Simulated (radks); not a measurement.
The numbers below are computed, except where a source is named.
Initial-state core-level shifts of neutral europium when its valence configuration changes from [Xe] 4f7 6s2. Level of theory: scalar-relativistic Kohn-Sham, PBEsol, spin-polarised, spherical densities, finite nucleus; open shells are filled with parallel spins first (spin-orbit coupling, left out, can overturn this in heavy ions); Fermi nuclear charge, rms radius 5.1115 fm (a radial shooting solver on a logarithmic mesh with Libxc functionals). Shifts are changes of the shell-averaged eigenvalues in eV (positive: less bound); the change of the density at the nucleus, which sets a Mossbauer isomer shift, is in e/bohr^3, on a base of 6.049e+05.

valence               1s       4s       4p       5s  density at nucleus
4f6 5d1 6s2       -6.584   -7.586   -7.419   -3.648              +33.65
4f5 6s2 6p2      -21.071  -23.197  -22.811  -14.126             +102.18
4f7 6s1.5 6p0.5   -0.615   -0.614   -0.613   -0.608               -9.10
4f7 5d0.5 6s1.5   +0.636   +0.642   +0.649   +0.765              -11.94
4f7 6s1 6p1       -1.111   -1.112   -1.111   -1.094              -19.00
4f7 6p2           -2.340   -2.316   -2.319   -2.372              -42.88
4f4 5d1 6s2 6p2  -29.595  -32.765  -32.089  -17.836             +145.86
4f6 6p3          -11.875  -12.900  -12.742   -8.981              -12.39
